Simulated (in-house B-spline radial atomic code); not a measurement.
Ionisation energies along the 16-electron series, configuration 1s2 2s2 2p6 3s2 3p1/2(2) 3p3/2(2), as differences of self-consistent energies. Dirac energy differences include first-order Breit, QED and recoil terms. NIST's values go from ground level to ground level; the uncertainty of those that are theory runs from under 0.1 % in few-electron ions to several per cent in heavy many-electron ones. Computed with an all-electron radial atomic-structure program (B-spline basis): Dirac-Hartree-Fock, jj configuration that fills j = l - 1/2 first, finite nuclei.

A number in brackets counts the electrons of a j subshell.

```csv
ion,configuration after,ionisation energy (eV),IE/(q+1)² (eV),-ε less Coulomb ΔSCF (eV),Breit and QED recoil part (eV),tabulated value (eV),tabulated kind,computed minus tabulated (eV)
Tm53+,[Ne] 3s2 3p1/2(2) 3p3/2(1),5040.9,1.7287,0.77223,-4.8581,5044,tabulated theory,-3
Yb54+,[Ne] 3s2 3p1/2(2) 3p3/2(1),?,?,?,?,?,tabulated theory,?
Lu55+,[Ne] 3s2 3p1/2(2) 3p3/2(1),?,?,?,?,?,tabulated theory,?
Hf56+,[Ne] 3s2 3p1/2(2) 3p3/2(1),5591.8,1.7211,0.77591,-5.6627,5595,tabulated theory,-3
Ta57+,[Ne] 3s2 3p1/2(2) 3p3/2(1),5782.0,1.7188,0.77714,-5.9499,5785,tabulated theory,-3
W58+,[Ne] 3s2 3p1/2(2) 3p3/2(1),5975.6,1.7166,0.77838,-6.2466,5970,semi-empirical,6
```

Q: Fill in the row of Yb54+.

A: ionisation energy (eV): 5221.3; IE/(q+1)² (eV): 1.726; -ε less Coulomb ΔSCF (eV): 0.77345; Breit and QED recoil part (eV): -5.1171; tabulated value (eV): 5224; computed minus tabulated (eV): -3.

Q: Fill in the row of Lu55+.

A: ionisation energy (eV): 5404.9; IE/(q+1)² (eV): 1.7235; -ε less Coulomb ΔSCF (eV): 0.77468; Breit and QED recoil part (eV): -5.3853; tabulated value (eV): 5408; computed minus tabulated (eV): -3.
